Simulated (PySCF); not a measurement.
C3H9NOSi, SMILES C/C=C/[Si@@H](N)O.

Coordinates come from a ωB97X-D3(BJ)/def2-SVP optimisation. The structure was generated by enumeration; whether it is a known compound was not checked. Other conformers were not sampled.

Computed with ωB97X-D3(BJ)/def2-SVP (PySCF 2.14.0).

Frequencies are harmonic and unscaled.

| mode | ν (cm⁻¹) | IR (km/mol) | moving atoms (share of kinetic energy) |
|---|---|---|---|
| 1 | 62 | 13.2 | H 50 %, C 28 %, N 17 % |
| 2 | 115 | 16.1 | H 57 %, N 19 %, C 18 % |
| 3 | 143 | 5.9 | O 43 %, C 37 %, H 19 % |
| 4 | 171 | 18.6 | H 86 %, C 8 % |
| 5 | 202 | 2.2 | H 63 %, C 35 % |
| 6 | 250 | 52.9 | H 64 %, O 18 %, C 9 % |
| 7 | 276 | 33.0 | H 55 %, C 19 %, N 12 %, O 10 % |
| 8 | 344 | 7.2 | C 41 %, H 36 %, O 9 % |
| 9 | 349 | 69.5 | H 43 %, C 26 %, Si 16 %, O 9 % |
| 10 | 434 | 54.2 | H 30 %, Si 28 %, C 24 %, N 13 % |
| 11 | 437 | 113.8 | H 39 %, N 25 %, Si 21 % |
| 12 | 707 | 22.3 | H 87 %, C 10 % |
| 13 | 735 | 24.6 | C 41 %, H 40 %, O 11 % |
| 14 | 769 | 123.3 | H 85 % |
| 15 | 801 | 4.9 | H 65 %, C 23 %, N 9 % |
| 16 | 842 | 147.4 | O 42 %, Si 25 %, H 23 % |
| 17 | 895 | 20.4 | H 49 %, N 28 %, Si 16 % |
| 18 | 915 | 300.6 | H 66 %, Si 17 %, N 9 % |
| 19 | 962 | 95.2 | H 60 %, Si 18 %, C 14 % |
| 20 | 967 | 104.3 | H 52 %, C 22 %, Si 20 % |
| 21 | 1032 | 25.9 | H 87 %, C 13 % |
| 22 | 1083 | 4.0 | H 65 %, C 35 % |
| 23 | 1104 | 9.4 | C 54 %, H 44 % |
| 24 | 1251 | 12.3 | H 67 %, C 33 % |
| 25 | 1334 | 1.8 | H 81 %, C 19 % |
| 26 | 1402 | 1.9 | H 74 %, C 26 % |
| 27 | 1462 | 8.1 | H 96 % |
| 28 | 1465 | 17.7 | H 95 % |
| 29 | 1554 | 60.0 | H 89 %, N 11 % |
| 30 | 1745 | 65.1 | C 93 % |
| 31 | 2234 | 203.8 | H 97 % |
| 32 | 3057 | 21.1 | H 97 % |
| 33 | 3137 | 12.2 | H 91 %, C 9 % |
| 34 | 3157 | 5.6 | H 92 %, C 8 % |
| 35 | 3157 | 1.3 | H 91 %, C 9 % |
| 36 | 3172 | 21.6 | H 91 %, C 9 % |
| 37 | 3618 | 27.9 | H 96 % |
| 38 | 3714 | 29.7 | H 91 %, N 9 % |
| 39 | 3936 | 75.9 | H 94 % |
